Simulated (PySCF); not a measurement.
A structure optimised at PBE0-D3(BJ)/def2-SVP, used in a PySCF frequency run:

```
Sn
F 1 1.9259
O 1 1.9509 2 110.95
H 3 0.9666 1 110.81 2 -88.82
O 1 1.9582 2 106.56 3 -118.50
H 5 0.9662 1 111.90 2 -40.74
Cl 1 2.3112 2 106.41 5 -122.56
```

Write its SMILES and formula.

[OH][Sn]([OH])([F])[Cl], ClFH2O2Sn

What are its rotational constants (standard atomic weights)?

2.8247, 1.7400, 1.6913 GHz
